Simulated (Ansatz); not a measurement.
`C[Si](N)(O)O[SiH3]` + `CSC(C)S` → `CSC([SiH3])S` + `CO[Si](C)(N)O`  (formal exchange of groups at the Si–O bond)

Computed with Ansatz on PBE0-D4/def2-TZVP structures; ΔE is electronic, products minus reactants. CBS: MP2 limit from def2 TZ/QZ plus the TZ coupled-cluster correction, frozen cores. Each species was taken in one conformer, which may not be the lowest.

| species | SCS-MP2/def2-TZVPP energy (Eh) |
| --- | --- |
| `C[Si](N)(O)O[SiH3]` | -826.60673 |
| `CSC(C)S` | -914.27310 |
| `CSC([SiH3])S` | -1165.28302 |
| `CO[Si](C)(N)O` | -575.52773 |

Question: Work out ΔE.

Answer: ΔE = (-1165.28302) + (-575.52773) − (-826.60673) − (-914.27310) = 0.06908 Eh = +181.4 kJ/mol. CCSD(T)/CBS gives +176.1 kJ/mol.

Largest T1 diagnostic among the species: 0.011.

From PBE to PBE0 (25 % exact exchange), in def2-TZVPP and without D4, ΔE moves by +7.9 kJ/mol. In def2-TZVPP, CCSD(T) changes the Hartree–Fock value by −13.8 kJ/mol (the triples alone add −2.8 kJ/mol) and MP2 by −7.5 kJ/mol.
